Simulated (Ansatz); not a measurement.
```yaml
crystal:
  periodic: [false, false, false]
  atoms:
    - {symbol: O, position_ang: [-1.653491, -0.630702, -1.339368]}
    - {symbol: Ta, position_ang: [-0.207841, 0.274110, -0.061947]}
    - {symbol: O, position_ang: [1.138666, -1.384411, -0.167329]}
    - {symbol: O, position_ang: [-0.182182, -0.087977, 2.069345]}
    - {symbol: O, position_ang: [1.153395, 1.625729, -0.989748]}
    - {symbol: F, position_ang: [-1.543266, 1.862157, 0.409403]}
    - {symbol: H, position_ang: [-1.565038, -1.599332, -1.792317]}
    - {symbol: H, position_ang: [1.595162, -2.058923, 0.526941]}
    - {symbol: H, position_ang: [-0.781993, 0.563748, 2.680451]}
    - {symbol: H, position_ang: [2.139660, 1.378034, -1.332072]}
basis:
  gaussian: {orbitals: ANO-RCC-VTZP}
hamiltonian: {xc: {name: r2SCANh}}
scf: {lower_state_search: full}
output: {forces: true}
```

```sh
$ ansatz run in.yaml --threads 2 --pin off --events-out ev --progress --plain --max-ram 32768MiB --backend cuda --devices 0, --max-vram 18GiB
```

It prints (some lines left out):

```
Functional definition: r2SCANh
2429 factors; their error is unknown
mean field evaluation 1: about -435639.7190 eV, gradient 1.4e2 eV
mean field evaluation 2: about -435179.1606 eV, gradient 5.2e2 eV
mean field evaluation 4: about -435666.4995 eV, gradient 5.0e1 eV
mean field evaluation 8: about -435669.6742 eV, gradient 1.9e0 eV
mean field evaluation 16: about -435669.9470 eV, gradient 1.9e-2 eV
mean field evaluation 64: about -435669.9470 eV, gradient 6.9e-2 eV
mean field evaluation 96: about -435669.9470 eV, gradient 1.1e-3 eV
mean field -435669.94703058 eV, -16010.5752456775 hartree, gradient 8.1e-5 eV, S^2 0.000000; 2 other end points of the search recorded, 0 dependent functions left out
reference -435669.94706744 eV, -16010.5752470319 hartree; 59, 59 occupied and 251, 251 virtual orbitals, 2429 factors
Total energy: -435669.94706744 eV, -16010.5752470319 hartree
Relativity: scalar
Atom 0 at    -1.653491    -0.630702    -1.339368 Å, force     3.080203    -1.458342     0.948346 eV/Å
Atom 1 at    -0.207841     0.274110    -0.061947 Å, force     0.271610    -0.411958     0.465371 eV/Å
Atom 2 at     1.138666    -1.384411    -0.167329 Å, force    -1.019772     0.886965     2.480309 eV/Å
Atom 3 at    -0.182182    -0.087977     2.069345 Å, force    -2.073384     2.866393    -1.846378 eV/Å
Atom 4 at     1.153395     1.625729    -0.989748 Å, force     0.639383    -3.423854     0.640084 eV/Å
Atom 5 at    -1.543266     1.862157     0.409403 Å, force     2.794430    -3.319558    -1.004817 eV/Å
Atom 6 at    -1.565038    -1.599332    -1.792317 Å, force     0.040366     3.706505     1.947183 eV/Å
Atom 7 at     1.595162    -2.058923     0.526941 Å, force    -2.008193     2.870973    -2.428505 eV/Å
Atom 8 at    -0.781993     0.563748     2.680451 Å, force     2.158455    -2.273238    -2.664280 eV/Å
Atom 9 at     2.139660     1.378034    -1.332072 Å, force    -3.883099     0.556112     1.462687 eV/Å
Dipole moment:     0.498438    -0.614137    -0.042007 e Å
```

Run time 19 s (2 threads of an AMD EPYC 7R13 on a shared host and a share of an NVIDIA H100 80 GB); peak host memory 1.5 GiB.
